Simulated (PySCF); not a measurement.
C₆ coefficients of unlike pairs at UHF

Calculated with PySCF 2.14 from the dipole response of each species, C₆(A,B) = (3/π) ∫ α_A(iu) α_B(iu) du, in atomic units, from isotropic polarisabilities. For ions this is the dispersion term alone; charge-induced terms of lower order in 1/R come first.

```
species      configuration                                                                         basis     relativity  α (bohr³)  C₆ (like pair)
    Mg⁺      [Ne] 3s1 (2S)                                                    aug-cc-pCVTZ-DK (8s7p5d3f)  spin-free X2C      38.50           177.5
   Ar³⁺  [Ne] 3s2 3p3 (4S)                                                      aug-cc-pV(D+d)Z (5s4p3d)           none      3.688           9.947
     N⁺  [He] 2s2 2p2 (3P)                                                        def2-TZVPPD (6s3p3d1f)           none      3.915           8.177
   La³⁺          [Xe] (1S)  x2c-TZVPPall with one added diffuse shell each of s, p, d type (12s8p8d3f1g)  spin-free X2C      7.543           47.97
```

Task: Estimate C₆ for N⁺ with Ar³⁺.

Result: The integral gives 8.961. The combination rule 2 C_A C_B / (C_A α_B/α_A + C_B α_A/α_B) gives 8.907 and the geometric mean 9.018.

No spin-orbit coupling is included.

The other pairs:

```csv
pair,C₆
"N⁺, Mg⁺",29.73
"La³⁺, N⁺",19.50
"Ar³⁺, Mg⁺",30.04
"La³⁺, Mg⁺",63.06
"La³⁺, Ar³⁺",21.78
```
